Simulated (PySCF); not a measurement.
## Ionising NaI

PBE0; PySCF, scalar-relativistic core potentials, basis sets Na def2-SVPD, I def2-SVPD with ECP28. Neutral (UKS): singlet (closed shell), Re = 2.734 Å, ωe = 250 cm⁻¹, De = 3.28 eV, HOMO -5.89 eV, LUMO -1.82 eV.

NaI⁻ (UKS): doublet (σ ↑), Re = 2.959 Å, ωe = 166 cm⁻¹, De = 0.90 eV to Na + I⁻. The energies at the minima are -459.92169 hartree for NaI and -459.95587 for NaI⁻.

**Question.** Work out the adiabatic electron affinity, without and with harmonic zero-point energies (1 hartree = 27.2114 eV, 1 eV = 8065.5 cm⁻¹), and the change of the bond length.

**Answer.** At PBE0: 0.03418 hartree = 0.930 eV between the minima; the zero-point term (250.0 − 166.0)/2 cm⁻¹ = +0.005 eV makes it 0.935 eV. Re changes by +22.5 pm against the neutral. The electron enters a σ orbital; in so polar a molecule the change of length follows mostly from the change of the ionic charges.

These are scalar-relativistic numbers at best; spin–orbit coupling would shift them, the dissociation energy most. For an ion De counts to the pair picked by the measured ionisation energies or electron affinities, which need not be the lowest pair at this level. The highest Kohn–Sham level is positive in this anion. Much of that is self-interaction error, but it also means that the finite basis helps to hold the extra electron. States were picked by a PBE0 search and need not be the measured ground states.
